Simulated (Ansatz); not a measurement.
Reaction (redistribution): `[GeH3][SiH2][SiH2][SiH2][GeH2][GeH3]` + `C[SiH2][GaH2]` → `[SiH3][SiH2][SiH2][GeH3]` + `C[SiH]([GaH2])[GeH2][GeH3]`

Program: Ansatz. Geometries: PBE0-D4/def2-TZVP. ΔE: electronic, gas phase. CCSD(T)/CBS is the MP2 limit (def2-TZVPP, def2-QZVPP) plus CCSD(T) − MP2 in def2-TZVPP, frozen cores. DFT in def2-TZVPP. For Ga, Ge outer-core shells are correlated without core-valence functions, which leaves a few kJ/mol of doubt a bond. Scalar relativity is left out up to krypton. Each species was taken in one conformer, which may not be the lowest.

`[GeH3][SiH2][SiH2][SiH2][GeH2][GeH3]`:

Cartesian coordinates in Å:
```
Ge -2.014 1.767 0.393
Si -1.852 -0.508 1.077
Si -1.377 -1.844 -0.779
Si 0.549 -1.036 -1.830
Ge 2.313 -0.788 -0.246
Ge 2.237 1.327 0.940
H -3.268 1.962 -0.477
H -2.101 2.715 1.601
H -0.787 2.161 -0.447
H -3.125 -0.922 1.729
H -0.751 -0.653 2.070
H -1.145 -3.254 -0.358
H -2.530 -1.818 -1.722
H 0.976 -1.969 -2.910
H 0.265 0.289 -2.449
H 2.260 -1.941 0.775
H 3.672 -0.873 -0.967
H 3.490 1.480 1.820
H 2.193 2.491 -0.063
H 0.996 1.414 1.844
```

`C[SiH2][GaH2]`:

Z-matrix (Å, degrees):
```
C
Si 1 1.880
H 1 1.092 2 110.8
H 1 1.092 2 111.0 3 120.2
H 1 1.092 2 110.8 3 -119.6
Ga 2 2.414 1 114.4 3 59.8
H 2 1.494 1 109.6 3 -178.2
H 2 1.494 1 109.6 3 -62.2
H 6 1.575 2 120.8 1 -179.9
H 6 1.577 2 122.1 1 0.1
```

`[SiH3][SiH2][SiH2][GeH3]`:

```xyz
14

Si    0.058    0.631    2.273
Si    1.480   -0.268    0.649
Si    0.211   -1.197   -1.079
Ge   -1.290    0.436   -1.943
H    -0.842   -0.429    2.802
H     0.829    1.214    3.404
H    -0.778    1.700    1.664
H     2.370   -1.295    1.261
H     2.335    0.817    0.091
H    -0.576   -2.347   -0.552
H     1.090   -1.696   -2.173
H    -2.309    0.839   -0.864
H    -2.058   -0.102   -3.162
H    -0.520    1.697   -2.370
```

`C[SiH]([GaH2])[GeH2][GeH3]`:

```xyz
16

C     1.729   -0.477    1.028
Si    0.915   -0.203   -0.650
Ga    1.966    1.451   -2.039
Ge   -1.325    0.554   -0.305
Ge   -2.539   -0.974    1.135
H     1.799    0.464    1.578
H     1.154   -1.183    1.630
H     2.739   -0.874    0.909
H     0.787   -1.506   -1.368
H     2.892    2.563   -1.417
H     1.675    1.510   -3.584
H    -1.326    1.950    0.355
H    -2.076    0.690   -1.644
H    -1.808   -1.115    2.482
H    -2.610   -2.364    0.480
H    -3.971   -0.485    1.409
```

Q: Is it downhill or uphill in electronic energy at CCSD(T)/CBS, and by how much? (An estimate is asked.)

A: Ansatz gave: Nearly level: ΔE = +0.5 kJ/mol.

Q: What do these levels give: BLYP-D4, B97M-V, B2PLYP, BHLYP, HF/def2-TZVPP, MP2/def2-QZVPP? (Estimate.)

A: Ansatz gave: BLYP-D4 0.4, B97M-V 1.5, B2PLYP -4.7, BHLYP -5.9, HF/def2-TZVPP -7.5, MP2/def2-QZVPP -0.2 kJ/mol.

Largest T1 diagnostic among the species: 0.013.

Leaving LDA and LC-ωPBE aside and taking each functional with its dispersion term where it has one, the values, not all of them listed here, spread over 7.7 kJ/mol, from B2PLYP to ωB97M-V. LDA lies +7.8 kJ/mol from PBE without D4. The D4 term adds +9.7 kJ/mol with B3LYP and +5.9 kJ/mol with PBE0; it sums over pairs of atoms, weighted by their polarisabilities, and B3LYP, whose exchange is more repulsive, gets the larger term.

B3LYP here is the variant with VWN-RPA as its local correlation; programs differ in this.
